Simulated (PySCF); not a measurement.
**Dipole response of Te⁻ (tellurium, charge -1)**

[Kr] 4d10 5s2 5p5, 2P determinant. All numbers are calculated (PySCF 2.14, a scalar-relativistic core potential, in aug-cc-pV5Z-PP with ECP28MDF (8s8p6d4f3g2h, 139 functions)). Coupled (time-dependent) response in atomic units; α is the mean over directions.

```tsv
method	mean α (bohr³)	α xx, yy, zz	C₆ (like pair)	S(−4)
UHF	85.29	69.37, 93.25, 93.25	1265	2387
```

S(−4) is the Cauchy moment in α(ω) = α(0) + S(−4) ω² + …

Spin-orbit coupling is absent.

α(iu) at UHF:

| u (hartree) | α(iu) (bohr³) |
| --- | --- |
| 0 | 85.29 |
| 0.0500 | 79.92 |
| 0.100 | 68.47 |
| 0.200 | 46.91 |
| 0.300 | 32.80 |
| 0.500 | 18.21 |
| 0.750 | 10.45 |
| 1.00 | 6.846 |
| 1.50 | 3.718 |
| 2.00 | 2.415 |
| 3.00 | 1.315 |
| 5.00 | 0.5906 |

A single London oscillator, α(iu) = α/(1 + u²/ω²), gives C₆ = (3/4) ω α². Matching the computed C₆ needs ω = 4 × 1265 / (3 × 85.29²) = 0.232 hartree.

For an ion, C₆ is the dispersion term alone; charge-induced terms of lower order in 1/R come first.

The components differ because the open shell of this determinant is not spherical; for a pure term their mean is the scalar polarisability.

Energies and moments cover only the electrons outside the core potential.
